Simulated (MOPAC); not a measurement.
Input file for MOPAC: PM7 on AlB, 2S+1 = 3, a spin state set in the input, which need not be the lowest, a point of a bond scan (R = 2.144 Å).

```
PM7 1SCF PRECISE CHARGE=0 UHF MS=1 THREADS=1
AlB

B      0.00000000 1     0.00000000 1     0.00000000 1
Al     0.00000000 1     0.00000000 1     2.14439000 1
```

Output:

```
*******************************************************************************
 **                                                                           **
 **                              MOPAC v23.2.5                                **
 **                                                                           **
 *******************************************************************************
 ** MOPAC's Digital Object Identifier: https://doi.org/10.5281/zenodo.6511958 **
 **                                                                           **
 ** Please cite the open-source release paper for use of this MOPAC version:  **
 ** J. E. Moussa and J. J. P. Stewart (2026)                                  **
 ** MOPAC: An open-source semiempirical molecular orbital program             **
 ** J. Open Source Softw., 11(119), 8025, https://doi.org/10.21105/joss.08025 **
 *******************************************************************************

                              PM7 CALCULATION RESULTS

 *******************************************************************************
 *  PM7        - The PM7 Hamiltonian to be used
 *  UHF        - UNRESTRICTED HARTREE-FOCK CALCULATION
 *
 *
 *
 *                 CHARGE ON SYSTEM = 0
 *
 *
 *
 *  MS=        - IN MECI, MAGNETIC COMPONENT OF SPIN =  1.0
 *  PRECISE    - TIGHTER CRITERIA TO BE USED
 *  1SCF       - DO 1 SCF AND THEN STOP
 *  THREADS=1  - MULTI-THREADING NOT USED
 *  T=         - A TIME OF 172800.0 SECONDS REQUESTED
 *  DUMP=N     - RESTART FILE WRITTEN EVERY 7200.0 SECONDS REQUESTED
 *******************************************************************************
PM7 1SCF PRECISE CHARGE=0 UHF MS=1 THREADS=1
 AlB

   ATOM   CHEMICAL          X               Y               Z
  NUMBER   SYMBOL      (ANGSTROMS)     (ANGSTROMS)     (ANGSTROMS)

     1       B          0.00000000  *   0.00000000  *   0.00000000  *
     2      Al          0.00000000  *   0.00000000  *   2.14439000  *



          CARTESIAN COORDINATES

    NO.       ATOM           X           Y           Z

     1         B          0.0000      0.0000      0.0000
     2        Al          0.0000      0.0000      2.1444

 General Reference for PM7:
 "Optimization of Parameters for Semiempirical Methods VI: More Modifications to the
 NDDO Approximations and Re-optimization of Parameters", J. J. P. Stewart, J. Mol. Mod., 1:32, 19 (2013)
 https://link.springer.com/article/10.1007/s00894-012-1667-x

           Empirical Formula: B Al  =     2 atoms



      MOLECULAR POINT GROUP   :   C*v


          UHF CALCULATION, NO. OF ALPHA ELECTRONS =    4
                           NO. OF BETA  ELECTRONS =    2

 -------------------------------------------------------------------------------
 PM7 1SCF PRECISE CHARGE=0 UHF MS=1 THREADS=1
 AlB



     1SCF WAS SPECIFIED, SO BFGS WAS NOT USED
     SCF FIELD WAS ACHIEVED


                              PM7 CALCULATION
                                                       MOPAC v23.2.5 Linux




          FINAL HEAT OF FORMATION =        104.28712 KCAL/MOL =     436.33729 KJ/MOL


          COSMO AREA              =         93.15 SQUARE ANGSTROMS
          COSMO VOLUME            =         79.96 CUBIC ANGSTROMS

          IONIZATION POTENTIAL    =          9.996962 EV
          ALPHA SOMO LUMO (EV)    =        -11.953 -2.402
          BETA  SOMO LUMO (EV)    =         -9.997 -4.488
          NO. OF ALPHA ELECTRONS  =          4
          NO. OF BETA  ELECTRONS  =          2
          MOLECULAR WEIGHT        =         37.7915         POINT GROUP:  C*v

          MOLECULAR DIMENSIONS (Angstroms)

            Atom       Atom       Distance
           Al     2    B     1     2.14439
           Al     2    B     1     0.00000
            B     1   Al     2     0.00000


          SCF CALCULATIONS        =          1





   ATOM   CHEMICAL          X               Y               Z
  NUMBER   SYMBOL      (ANGSTROMS)     (ANGSTROMS)     (ANGSTROMS)

     1       B          0.00000000  *   0.00000000  *   0.00000000  *
     2      Al          0.00000000  *   0.00000000  *   2.14439000  *

                             CARTESIAN COORDINATES

   1    B        0.000000000     0.000000000     0.000000000
   2   Al        0.000000000     0.000000000     2.144390000


           Empirical Formula: B Al  =     2 atoms



      MOLECULAR POINT GROUP   :   C*v


          ALPHA EIGENVALUES
 -17.09169 -12.60087 -12.60087 -11.95271  -2.40202   0.45858   0.45858   0.68792
  18.03837  18.03837  19.07161  19.07161  19.87481


           BETA EIGENVALUES
 -16.30001  -9.99696  -4.48808  -4.48808  -0.94646   0.45547   0.48554   0.48554
  20.22444  20.22444  20.22647  20.22647  20.79537


              NET ATOMIC CHARGES AND DIPOLE CONTRIBUTIONS

  ATOM NO.   TYPE          CHARGE      No. of ELECS.   s-Pop       p-Pop       d-Pop
    1          B           1.037239        1.9628     1.90540     0.05736
    2         Al          -1.037239        4.0372     0.44327     3.52611     0.06786
 DIPOLE           X         Y         Z       TOTAL
 POINT-CHG.     0.000     0.000   -10.683    10.683
 HYBRID        -0.000    -0.000     2.721     2.721
 SUM           -0.000    -0.000    -7.963     7.963


          ATOMIC ORBITAL ELECTRON POPULATIONS

     Atom    s        px        py        pz      x^2-y^2     xz        z^2       yz        xy
    1  B   1.90540   0.00957   0.00957   0.03822
    2 Al   0.44327   0.98451   0.98451   1.55709   0.00000   0.00592   0.05602   0.00592   0.00000


                    (SZ)    =    1.000000
                    (S**2)  =    2.663004


          ATOMIC ORBITAL SPIN POPULATIONS

    Atom   Total    s     px     py     pz   x^2-y^2  xz     z^2    yz     xy
         Atomic
    1  B  0.0033 -0.002  0.010  0.010 -0.014
    2 Al  1.9967  0.233  0.985  0.985 -0.218  0.000  0.006  0.001  0.006  0.000

 **********************
 *                    *
 * JOB ENDED NORMALLY *
 *                    *
 **********************




 == MOPAC DONE ==
```

The run finished. Its determinant has ⟨S²⟩ = 2.66, a mixture of spin states.

Cost: about 0.03 core-seconds (a rough figure).
